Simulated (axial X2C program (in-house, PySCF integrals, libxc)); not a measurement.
# Curves of HoF⁻ from open-shell CI on f11 s2

Calculated with an axial X2C code built on PySCF integrals: two-component X2C with atomic mean-field Coulomb and Gaunt terms, basis Ho dyall-v3z, F dyall-av3z (cores contracted in-house). Orbitals come from Hartree–Fock averaged over the configuration Ho f11 s2; CI then distributes these electrons over the f, s shells of Ho.

Scan along the bond; masses Ho 164.930 u, F 18.998 u. Energies in cm⁻¹ from the lowest point; levels are followed by energy order within each Ω. Lowest level at 2.146 Å: 100% f11 s2.

| R (Å) | (1)Ω=1/2 | (1)Ω=3/2 | (1)Ω=5/2 | (1)Ω=7/2 | (1)Ω=9/2 | (1)Ω=11/2 | (1)Ω=13/2 |
| --- | --- | --- | --- | --- | --- | --- | --- |
| 1.996 | 1258 | 1278 | 1314 | 1361 | 1420 | 1500 | 1633 |
| 2.071 | 267 | 288 | 326 | 376 | 438 | 518 | 648 |
| 2.146 | 0 | 21 | 59 | 110 | 171 | 252 | 376 |
| 2.232 | 311 | 331 | 368 | 418 | 479 | 557 | 676 |
| 2.318 | 1060 | 1079 | 1115 | 1163 | 1222 | 1297 | 1409 |
| 2.414 | 2213 | 2231 | 2264 | 2309 | 2365 | 2436 | 2540 |
| 2.532 | 3867 | 3883 | 3913 | 3954 | 4006 | 4071 | 4165 |

(1) Fit the curves (1)Ω=1/2, (1)Ω=3/2, (1)Ω=5/2, (1)Ω=7/2, (1)Ω=9/2, (1)Ω=11/2, (1)Ω=13/2 near their minima.

The 7 lowest curves are shown; the next is (1)Ω=15/2, from 603 cm⁻¹.

There is no dynamic correlation: spin–orbit spacings and, for f shells, spacings inside one term are the most reliable numbers, splittings between terms come out too wide, and energies between configurations are not reliable, so the lowest level need not be the ground state of the molecule. At most 4 roots were kept for each Ω > 0 (twice that for Ω = 0) within 2.2 eV of the lowest, so higher up levels can be missing between those listed; levels with Ω > 0 are doubly degenerate and listed once, Ω = 0 levels singly. For an anion, levels above electron detachment are held by the basis set.

## Answers

(1) From the open-shell CI curves, Te from the lowest:

| level | Te (cm⁻¹) | Re (Å) | ωe (cm⁻¹) |
| --- | --- | --- | --- |
| (1)Ω=1/2 | 0 | 2.143 | 424.3 |
| (1)Ω=3/2 | 21 | 2.143 | 424.1 |
| (1)Ω=5/2 | 59 | 2.143 | 423.7 |
| (1)Ω=7/2 | 110 | 2.143 | 423.2 |
| (1)Ω=9/2 | 171 | 2.143 | 422.7 |
| (1)Ω=11/2 | 252 | 2.144 | 422.1 |
| (1)Ω=13/2 | 377 | 2.144 | 421.0 |

Without dynamic correlation distances can be off by several hundredths of an Å (long for ionic bonds, short for multiple bonds) and the wavenumbers are rough.
